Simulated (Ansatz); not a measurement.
The first iterations of a band of ClH6InO3Si (12 atoms, charge 0, multiplicity 1).

Level of theory: RKS LDA/def2-SVP (Ansatz).

| Item | Value |
| --- | --- |
| movable images | 7 |
| climbing image | yes |
| spring | 5.0 eV/Å² |
| optimiser | quadratic models (default) |
| start path | through a guess of the saddle point |
| force threshold | 0.05 eV/Å |
| iteration limit | 60 |
| end points | relaxed |

First end point:

```xyz
12
Properties=species:S:1:pos:R:3
In 0.080 -0.030 0.167
O -0.284 -0.452 2.174
H -1.146 -0.846 2.409
Cl 2.298 -0.395 -0.408
O -1.394 -0.028 -1.158
H -2.107 0.564 -0.844
O 0.279 1.742 1.492
Si 1.726 2.594 1.700
H 2.795 1.708 2.279
H 2.131 3.106 0.348
H 1.462 3.746 2.633
H -0.027 0.942 2.167
```

Last end point:

```xyz
12
Properties=species:S:1:pos:R:3
In 0.449 0.232 0.538
O -0.924 -0.755 1.994
H -1.581 -0.499 1.233
Cl 2.018 -1.129 -0.494
O -1.470 0.255 -0.173
H -1.602 -0.156 -1.049
O 0.865 1.782 1.705
Si 2.013 2.971 1.624
H 3.418 2.414 1.657
H 1.883 3.802 0.367
H 1.829 3.877 2.814
H -1.085 -0.142 2.743
```

| iteration | highest image above the first end (eV) | largest band force component (eV/Å) |
| --- | --- | --- |
| 1 | 4.626 | 35.339 |
| 2 | 0.716 | 2.943 |
| 3 | 0.322 | 1.475 |
| 4 | 0.159 | 0.982 |
| 5 | 0.083 | 0.949 |
| 6 | 0.549 | 2.636 |
| 7 | 0.455 | 4.610 |
| 8 | 0.124 | 1.329 |
| 9 | 0.068 | 0.329 |
| 10 | 0.059 | 0.286 |

**Question.** Does the band converge within its limit, and where does its top end?

**Answer.** The run converged. It ended after 30 iterations with the highest image 0.000 eV above the first end. The highest image is an end point: on this band no image between the ends rises above it. A vibrational analysis next to that end finds imaginary modes (75i cm⁻¹), so it isn't a minimum. Between wells the path still climbs a hump at image 4, 0.06 eV above the well before it. The orbitals stay closed-shell, which can raise the energy where a bond breaks towards radicals; this wasn't checked here.

Time of the run: 3.7 min on 4 threads of Arm Neoverse V2 (shared host), peak memory 0.2 GiB.
